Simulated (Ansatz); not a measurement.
Geometry optimisation, Ansatz 0.2.0, RKS PBE0/cc-pVDZ.

input.yaml

```yaml
crystal:
  periodic: [false, false, false]
  atoms:
    - { symbol: O, position_ang: [-0.6953, 0.90265, -1.36811] }
    - { symbol: Al, position_ang: [-0.46796, -0.44915, -0.46031] }
    - { symbol: F, position_ang: [-1.21154, -1.87507, -0.87881] }
    - { symbol: B, position_ang: [0.76181, -0.30876, 1.19497] }
    - { symbol: Cl, position_ang: [0.95937, -1.74338, 2.0422] }
    - { symbol: H, position_ang: [-0.85384, 1.65678, -1.91845] }
    - { symbol: H, position_ang: [1.33658, 0.63062, 1.61609] }
basis:
  gaussian: { orbitals: cc-pVDZ }
hamiltonian:
  xc: pbe0
relax:
  f_tol: 0.015
  max_steps: 40
output:
  orbitals: {}
```

Launched with:

```bash
$ ansatz run input.yaml --threads 1 --pin off --max-ram 2048MiB --backend cpu --events-out ev --progress --plain --runs-dir out
```

Where does it end, and by what steps?

It converged. After 18 steps the energy has fallen by 0.385 eV; H6 moved furthest, 0.55 Å.

```tsv
step	energy less start (eV)	largest force component (eV/Å)	accepted
0	0.0000	1.941	yes
1	-0.1635	0.741	yes
2	-0.1904	0.234	yes
3	-0.1924	0.320	yes
4	-0.1989	0.450	yes
5	-0.2391	0.388	yes
6	-0.2670	0.864	yes
7	-0.2017	3.029	no
8	-0.3254	0.306	yes
9	-0.3545	0.206	yes
10	-0.3675	0.144	yes
11	-0.3383	1.478	no
12	-0.3787	0.441	yes
13	-0.3606	0.558	no
14	-0.3817	0.212	yes
15	-0.3850	0.075	yes
16	-0.3851	0.047	yes
17	-0.3853	0.031	yes
18	-0.3854	0.006	yes
```

```xyz
7
Properties=species:S:1:pos:R:3
O -0.547 1.163 -1.363
Al -0.436 -0.290 -0.446
F -1.316 -1.641 -0.970
B 0.788 -0.354 1.292
Cl 1.128 -1.893 2.058
H -1.082 1.221 -2.161
H 1.294 0.606 1.817
```

Time of the run: 94 s on 1 thread of Arm Neoverse V1, on a shared host, peak memory 0.18 GiB.
